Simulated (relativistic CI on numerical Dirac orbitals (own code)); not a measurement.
## Ligand-field terms of d2

Computed with a parametric ligand-field model of a d^n configuration (Racah B and C, spin-orbit zeta, crystal field), exact diagonalisation.

Field parameters in Wybourne normalisation: Oh B⁴₀ = 21Dq, B⁴₄ = √(5/14) B⁴₀. The field is a parameter set, without covalency.

Question: Ground term and bands for B = 680, C = 3170, ζ = 0 cm⁻¹, Oh, 10Dq = 27750 cm⁻¹?

Answer: Ground term 3T1 with 0.01 electrons in the two orbitals of the cubic e set. Spin-allowed: 3T2 26195 cm⁻¹ (382 nm), 3T1 34839 cm⁻¹ (287 nm), 3A2 53945 cm⁻¹ (185 nm). Lowest spin-forbidden: 1T2 10701 cm⁻¹ (934 nm), 1E 10804 cm⁻¹ (926 nm), 1A1 24224 cm⁻¹ (413 nm).

Question: Ground term and bands for B = 990, C = 5120, ζ = 0 cm⁻¹, Oh, 10Dq = 5500 cm⁻¹?

Answer: Ground term 3T1 with 0.11 electrons in the two orbitals of the cubic e set. Spin-allowed: 3T2 4663 cm⁻¹ (2145 nm), 3A2 10163 cm⁻¹ (984 nm), 3T1 18676 cm⁻¹ (535 nm). Lowest spin-forbidden: 1T2 16463 cm⁻¹ (607 nm), 1E 17251 cm⁻¹ (580 nm), 1T2 24672 cm⁻¹ (405 nm).

Question: A d2 ion in Oh symmetry has the ground term 3T1 and bands at 3T2 2785 cm⁻¹, 3A2 6085 cm⁻¹ (1643 nm), 1T2 9605 cm⁻¹ (1041 nm), 1E 10147 cm⁻¹ (986 nm), 3T1 12170 cm⁻¹ (822 nm), 1T2 14885 cm⁻¹ (672 nm). Which parameters reproduce them?

Answer: B = 660, C = 2750, ζ = 0 cm⁻¹, Oh, 10Dq = 3300 cm⁻¹.

Question: Ground term and bands for B = 460, C = 1920, ζ = 0 cm⁻¹, Oh, 10Dq = 34400 cm⁻¹?

Answer: Ground term 3T1 with 0.01 electrons in the two orbitals of the cubic e set. Spin-allowed: 3T2 33217 cm⁻¹ (301 nm), 3T1 38933 cm⁻¹ (257 nm), 3A2 67617 cm⁻¹ (148 nm). Lowest spin-forbidden: 1T2 6722 cm⁻¹ (1488 nm), 1E 6760 cm⁻¹ (1479 nm), 1A1 15971 cm⁻¹ (626 nm).

Question: Ground term and bands for B = 460, C = 2210, ζ = 0 cm⁻¹, Oh, 10Dq = 27300 cm⁻¹?

Answer: Ground term 3T1 with 0.01 electrons in the two orbitals of the cubic e set. Spin-allowed: 3T2 26160 cm⁻¹ (382 nm), 3T1 31921 cm⁻¹ (313 nm), 3A2 53460 cm⁻¹ (187 nm). Lowest spin-forbidden: 1T2 7326 cm⁻¹ (1365 nm), 1E 7374 cm⁻¹ (1356 nm), 1A1 17073 cm⁻¹ (586 nm).
